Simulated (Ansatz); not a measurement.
Born–Oppenheimer molecular dynamics of GeH4O3 (8 atoms, charge 0, multiplicity 1). It starts at the highest image of a converged band. Of that band: Neighbouring images differ by up to 2.0 eV, so the band resolves the path poorly. A vibrational analysis at the climbing image gives one clearly imaginary mode, 1156i cm⁻¹: a first-order saddle point.

Computed with RKS PBE/def2-SVP (Ansatz 0.2.0).

- ensemble: NVE (velocity Verlet)
- time step: 0.5 fs
- steps asked: 200
- starting velocities drawn for: 100 K
- seed: 11239

First frame:

```xyz
8
Properties=species:S:1:pos:R:3
Ge -0.447 -0.101 0.330
H 0.585 -0.038 1.593
O 1.540 0.111 0.455
H 1.972 -0.753 0.269
O -0.960 1.100 -0.898
H -0.774 2.002 -0.574
O -0.693 -1.623 -0.599
H -0.927 -2.347 0.012
```

(1) What does the run give?

(2) What happens to the structure?

(3) How do temperature and energy run in time?

Results:

(1) All steps were run.

| Item | Value |
| --- | --- |
| steps done | 200 |
| time covered | 100 fs |
| mean temperature over the second half | 1162 K |
| spread of the potential energy over the second half | 64.0 meV per atom |
| mean potential energy of the second half above the start | -103.0 meV per atom |

The conserved energy stayed within 0.17 meV per atom of its start (net change -0.077 meV per atom), so the integration is sound. The kinetic energy rose, since the run started high on the potential surface and went downhill. A run of 0.1 ps of so small a system gives no equilibrium averages. The orbitals stay closed-shell, which can raise the energy where a bond breaks towards radicals; this wasn't checked here.

(2) Between its relaxed ends the band would form H2–O3 and break Ge1–H2, Ge1–O3. These pairs go: H2–O3 1.49 → 3.20 Å, Ge1–H2 1.63 → 1.69 Å, Ge1–O3 2.00 → 1.78 Å. In the last frame they stand as before the step (other bonds may differ from the relaxed reactants and products). It ends as one piece, GeH4O3. Pairs count as bonded within 1.25 times the sum of covalent radii (0.12 Å more for H–H). The details hang on the random start.

(3) 
```tsv
time (fs)	T (K)	potential energy less start (eV)	conserved less start (meV/atom)
0	100	0.000	0.00
8	226	-0.097	0.04
16	1643	-1.197	-0.05
24	2035	-1.501	-0.07
32	705	-0.469	-0.06
40	1082	-0.763	-0.11
48	2128	-1.573	-0.10
56	1201	-0.854	0.01
64	157	-0.044	0.06
72	1549	-1.125	-0.11
80	1943	-1.430	-0.08
88	845	-0.578	-0.01
96	887	-0.611	-0.01
```

Time of the run: 2.2 min on 2 threads of Intel(R) Xeon(R) 6975P-C (Granite Rapids), with other jobs on the host, peak memory 0.14 GiB.
